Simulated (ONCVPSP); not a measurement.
Transferability test, ONCV potential for lanthanum (La)

ONCVPSP 4.0.1 input, shortened (lines: element, Z, core and valence counts, functional; n l f; lmax; l rc ep ncon nbas qcut; lloc lpopt rc5 dvloc0; l nproj debl; icmod fcfact rcfact), PBE, scalar-relativistic:

```
  La 57.00    9    4        4      upf
    1    0    2.00
    2    0    2.00
    2    1    6.00
    3    0    2.00
    3    1    6.00
    3    2   10.00
    4    0    2.00
    4    1    6.00
    4    2   10.00
    5    0    2.00
    5    1    6.00
    5    2    1.00
    6    0    2.00
    3
    0    2.45    0.00    3    6    6.40
    1    2.95    0.00    3    6    5.10
    2    2.80    0.00    4    8    3.20
    3    2.25    0.04    4    8    5.20
    4    5    1.75    1.00
    0    2    3.70
    1    2    2.10
    2    2    1.30
    3    2    3.20
    3    2.25    1.45
```

In the f channel the program set the typed energies aside and used -0.160, 3.040 Ha.

Energies are relative to the spin-unpolarised reference configuration 5s2 5p6 5d1 6s2; without spin polarisation the order of configurations can differ from experiment.

| valence configuration | charge | ΔE all-electron (eV) | error AE − PS (meV) |
| --- | --- | --- | --- |
| 5s2 5p6 5d1 6s1 | +1 | 5.966 | -1.2 |
| 5s2 5p6 5d1 6s0 | +2 | 16.854 | -4.0 |
| 5s2 5p6 5d2 6s0 | +1 | 6.034 | -7.7 |

Q: What are ΔE and the potential's error for 5s2 5p6 5d0 6s0?

A: ΔE = 35.804 eV all-electron; the error (AE − PS) is +9.7 meV.

Levels in the configuration 5s2 5p6 5d1 6s0:

| level | all-electron (eV) | pseudo (eV) |
| --- | --- | --- |
| 5s | -51.522 | -51.537 |
| 5p | -34.918 | -34.924 |
| 5d | -14.698 | -14.692 |

Note: no bound ghost flagged; GHOST(+) flagged for s at 129.1 eV.
